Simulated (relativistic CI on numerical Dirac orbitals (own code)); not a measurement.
**V³⁺ in a cubic cluster: 3s photoemission with charge transfer**

Computed with a charge-transfer multiplet model of a cubic metal-ligand cluster with up to 2 ligand holes, Slater and spin-orbit integrals from Dirac-Coulomb-Breit ions, Slater integrals scaled by 0.8. The ground state mixes d2 with configurations of k ligand holes L, whose averages lie at kΔ + k(k − 1)U_dd/2; a core hole lowers each added d electron by U_cd. 300 K, Lorentzian 1.4 eV and Gaussian 0.8 eV FWHM.

Atomic integrals in eV (Slater integrals scaled, ζ unscaled), ground: F2dd 8.057, F4dd 5.049, zeta_d 0.024; with the core hole: F2dd 8.913, F4dd 5.621, zeta_d 0.030, G2cd 8.943.

Cluster parameters (eV): Δ = 5.2, U_dd = 5.6, U_cd = 7.2, 10Dq(ligand) = 0.8, V(eg) = 1.85, V(t2g) = -0.9, final-state hopping factor = 0.8.

Weights, n_d and S are thermal averages at 300 K. Binding energies count from the first peak over 30 % of the highest in each spectrum, which can be another peak from case to case. The parameters are a model scan and need not match a compound or its usual spin state. Peaks in eV (height, largest 100): 0.0 (100), 4.7 (64), 7.1 (75), 13.1 (25).

Question: Which parameters give this spectrum?
A. 10Dq = 1.65 eV
B. 10Dq = 1.95 eV
C. 10Dq = 0.75 eV

Answer: A. 10Dq = 1.65 eV; the ground state then has 2.33 d electrons and S = 1.00. The choice follows from running the model for each set and comparing peak positions and heights. Without intra-shell correlation the exchange splitting of the 3s hole comes out too large.
